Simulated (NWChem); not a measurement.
Species: C3H6OSi; SMILES C=CC(=O)[SiH3]

```xyz
11

C     -0.3411    -2.4716     0.0000
C     -0.7333    -1.1927     0.0000
C      0.2669    -0.0877     0.0000
O      1.4631    -0.3015     0.0000
Si    -0.2808     1.7740     0.0000
H      0.7285    -2.7051     0.0000
H     -1.0552    -3.2988     0.0000
H     -1.7941    -0.9215     0.0000
H     -1.7680     1.9377     0.0000
H      0.2932     2.4130     1.2195
H      0.2932     2.4130    -1.2195
```
Atoms are numbered in this order, from 1.

Program: NWChem. STO-3G and 3-21G are far too small for this property and stand as cheap habits. Geometry: optimised at PBE0/def2-SVP. GIAO values for the isolated, static molecule; σ is the absolute isotropic shielding, δ = σ(reference) − σ with the isolated reference molecule computed at the same levels (13C: tetramethylsilane, 1H: tetramethylsilane, 17O: water).

```
level                δ C1 (ppm)  δ C2 (ppm)  δ C3 (ppm)  δ O4 (ppm)  δ H6 (ppm)  δ H8 (ppm)  δ H9 (rotor mean) (ppm)  relative time
-------------------  ----------  ----------  ----------  ----------  ----------  ----------  -----------------------  -------------
Hartree-Fock/STO-3G       115.5       121.2       175.6       829.5        6.64        6.84                     2.17              1
KT2/pcSseg-1              122.5       134.0       206.7       728.1        6.26        6.58                     4.04             20
PBE/pcSseg-1              130.9       141.3       223.3       801.4        6.34        6.86                     4.10             10
```

Relative times are rough (shared machine, one core).
